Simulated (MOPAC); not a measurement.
Input file for MOPAC: PM7 on CH6BN (SMILES BNC), a point of a bond scan (R = 3.221 Å).

```
PM7 1SCF PRECISE CHARGE=0 THREADS=1
CH6BN

B     -0.17377685 1     0.16935935 1     1.35984899 1
H     -2.53046980 1     1.10406352 1     3.34712707 1
H      0.90496525 1    -0.15002550 1     1.76046960 1
N     -0.42136335 1     0.13750334 1    -0.00246435 1
C      0.50465876 1    -0.25211116 1    -1.05318898 1
H     -1.33200836 1     0.40682345 1    -0.34423305 1
H      0.67789059 1     0.56736518 1    -1.75577805 1
H      0.12956168 1    -1.11043727 1    -1.61689155 1
H      1.45669201 1    -0.52592512 1    -0.60230554 1
```

Output:

```
*******************************************************************************
 **                                                                           **
 **                              MOPAC v23.2.5                                **
 **                                                                           **
 *******************************************************************************
 ** MOPAC's Digital Object Identifier: https://doi.org/10.5281/zenodo.6511958 **
 **                                                                           **
 ** Please cite the open-source release paper for use of this MOPAC version:  **
 ** J. E. Moussa and J. J. P. Stewart (2026)                                  **
 ** MOPAC: An open-source semiempirical molecular orbital program             **
 ** J. Open Source Softw., 11(119), 8025, https://doi.org/10.21105/joss.08025 **
 *******************************************************************************

                              PM7 CALCULATION RESULTS

 *******************************************************************************
 *  PM7        - The PM7 Hamiltonian to be used
 *
 *
 *
 *                 CHARGE ON SYSTEM = 0
 *
 *
 *
 *  PRECISE    - TIGHTER CRITERIA TO BE USED
 *  1SCF       - DO 1 SCF AND THEN STOP
 *  THREADS=1  - MULTI-THREADING NOT USED
 *  T=         - A TIME OF 172800.0 SECONDS REQUESTED
 *  DUMP=N     - RESTART FILE WRITTEN EVERY 7200.0 SECONDS REQUESTED
 *******************************************************************************
PM7 1SCF PRECISE CHARGE=0 THREADS=1
 CH6BN

   ATOM   CHEMICAL          X               Y               Z
  NUMBER   SYMBOL      (ANGSTROMS)     (ANGSTROMS)     (ANGSTROMS)

     1       B         -0.17377685  *   0.16935935  *   1.35984899  *
     2       H         -2.53046980  *   1.10406352  *   3.34712707  *
     3       H          0.90496525  *  -0.15002550  *   1.76046960  *
     4       N         -0.42136335  *   0.13750334  *  -0.00246435  *
     5       C          0.50465876  *  -0.25211116  *  -1.05318898  *
     6       H         -1.33200836  *   0.40682345  *  -0.34423305  *
     7       H          0.67789059  *   0.56736518  *  -1.75577805  *
     8       H          0.12956168  *  -1.11043727  *  -1.61689155  *
     9       H          1.45669201  *  -0.52592512  *  -0.60230554  *



          CARTESIAN COORDINATES

    NO.       ATOM           X           Y           Z

     1         B         -0.1738      0.1694      1.3598
     2         H         -2.5305      1.1041      3.3471
     3         H          0.9050     -0.1500      1.7605
     4         N         -0.4214      0.1375     -0.0025
     5         C          0.5047     -0.2521     -1.0532
     6         H         -1.3320      0.4068     -0.3442
     7         H          0.6779      0.5674     -1.7558
     8         H          0.1296     -1.1104     -1.6169
     9         H          1.4567     -0.5259     -0.6023

 General Reference for PM7:
 "Optimization of Parameters for Semiempirical Methods VI: More Modifications to the
 NDDO Approximations and Re-optimization of Parameters", J. J. P. Stewart, J. Mol. Mod., 1:32, 19 (2013)
 https://link.springer.com/article/10.1007/s00894-012-1667-x

           Empirical Formula: C H6 N B  =     9 atoms



      MOLECULAR POINT GROUP   :   Cs


      RHF CALCULATION, NO. OF DOUBLY OCCUPIED LEVELS = 9


 -------------------------------------------------------------------------------
 PM7 1SCF PRECISE CHARGE=0 THREADS=1
 CH6BN



     1SCF WAS SPECIFIED, SO BFGS WAS NOT USED
     SCF FIELD WAS ACHIEVED


                              PM7 CALCULATION
                                                       MOPAC v23.2.5 Linux




          FINAL HEAT OF FORMATION =        140.31625 KCAL/MOL =     587.08319 KJ/MOL


          COSMO AREA              =        107.71 SQUARE ANGSTROMS
          COSMO VOLUME            =         84.29 CUBIC ANGSTROMS

          IONIZATION POTENTIAL    =          6.356826 EV
          HOMO LUMO ENERGIES (EV) =         -6.357 -1.453
          NO. OF FILLED LEVELS    =          9
          MOLECULAR WEIGHT        =         42.8751         POINT GROUP:  Cs

          MOLECULAR DIMENSIONS (Angstroms)

            Atom       Atom       Distance
            H     7    H     2     6.05155
            H     6    H     3     3.07457
            H     8    H     2     1.75095


          SCF CALCULATIONS        =          1





   ATOM   CHEMICAL          X               Y               Z
  NUMBER   SYMBOL      (ANGSTROMS)     (ANGSTROMS)     (ANGSTROMS)

     1       B         -0.17377685  *   0.16935935  *   1.35984899  *
     2       H         -2.53046980  *   1.10406352  *   3.34712707  *
     3       H          0.90496525  *  -0.15002550  *   1.76046960  *
     4       N         -0.42136335  *   0.13750334  *  -0.00246435  *
     5       C          0.50465876  *  -0.25211116  *  -1.05318898  *
     6       H         -1.33200836  *   0.40682345  *  -0.34423305  *
     7       H          0.67789059  *   0.56736518  *  -1.75577805  *
     8       H          0.12956168  *  -1.11043727  *  -1.61689155  *
     9       H          1.45669201  *  -0.52592512  *  -0.60230554  *

                             CARTESIAN COORDINATES

   1    B       -0.173776850     0.169359350     1.359848990
   2    H       -2.530469800     1.104063520     3.347127070
   3    H        0.904965250    -0.150025500     1.760469600
   4    N       -0.421363350     0.137503340    -0.002464350
   5    C        0.504658760    -0.252111160    -1.053188980
   6    H       -1.332008360     0.406823450    -0.344233050
   7    H        0.677890590     0.567365180    -1.755778050
   8    H        0.129561680    -1.110437270    -1.616891550
   9    H        1.456692010    -0.525925120    -0.602305540


           Empirical Formula: C H6 N B  =     9 atoms



      MOLECULAR POINT GROUP   :   Cs


                  EIGENVALUES
 -35.57963 -24.39556 -17.96569 -15.83061 -15.24080 -13.22833 -11.87381 -10.21072
  -6.35683  -1.45305   0.47250   2.47794   4.67220   5.12197   5.18359   5.76704
   6.25182   7.17932


              NET ATOMIC CHARGES AND DIPOLE CONTRIBUTIONS

  ATOM NO.   TYPE          CHARGE      No. of ELECS.   s-Pop       p-Pop
    1          B          -0.109710        3.1097     0.70045     2.40926
    2          H           0.047861        0.9521     0.95214
    3          H           0.029222        0.9708     0.97078
    4          N          -0.418935        5.4189     1.52886     3.89008
    5          C          -0.251794        4.2518     1.05453     3.19727
    6          H           0.258202        0.7418     0.74180
    7          H           0.142113        0.8579     0.85789
    8          H           0.142113        0.8579     0.85789
    9          H           0.160928        0.8391     0.83907
 DIPOLE           X         Y         Z       TOTAL
 POINT-CHG.    -0.100    -0.101    -1.616     1.622
 HYBRID        -0.589     0.123    -0.839     1.032
 SUM           -0.689     0.022    -2.455     2.550


          ATOMIC ORBITAL ELECTRON POPULATIONS

     Atom    s        px        py        pz
    1  B   0.70045   1.04357   0.52057   0.84512
    2  H   0.95214
    3  H   0.97078
    4  N   1.52886   1.18236   1.50359   1.20413
    5  C   1.05453   1.05358   1.13655   1.00714
    6  H   0.74180
    7  H   0.85789
    8  H   0.85789
    9  H   0.83907

 **********************
 *                    *
 * JOB ENDED NORMALLY *
 *                    *
 **********************




 == MOPAC DONE ==
```

The run finished.

Cost: around 0.03 core-seconds (rough).
